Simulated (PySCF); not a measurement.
H2O4P, SMILES [O]P(=O)(O)O (connectivity only; charge and spin as stated), charge -1, multiplicity 1. The structure is a stationary point at B3LYP-D3(BJ)/def2-SVPD. The multiplicity is an assumed one; other spin states were not compared. The isomer is the one that the SMILES or the coordinates give; other isomers of the formula were not compared. Other conformers were not sampled.

The numbers are results of PySCF with B3LYP-D3(BJ)/def2-SVPD, not measurements.

Harmonic wavenumbers (cm⁻¹): 200, 303, 316, 372, 410, 473, 481, 737, 763, 1028, 1042, 1057, 1278, 3846, 3847. Rotational constants (GHz): 4.684, 4.377, 4.253; symmetry number 2.

Problem. Work out the zero-point energy and the ideal-gas rigid-rotor harmonic-oscillator thermochemistry at 298.15 K and 1 atm.

Solution. ZPE = ½ Σ hcν = ½ × 16153 cm⁻¹ = 96.62 kJ/mol. H − E(el) = 113.87 kJ/mol. Entropy in J/(mol K): translation 165.80, rotation 101.82, vibration 37.96, total 305.58. G − E(el) = 22.76 kJ/mol. Cp = 89.18 J/(mol K).
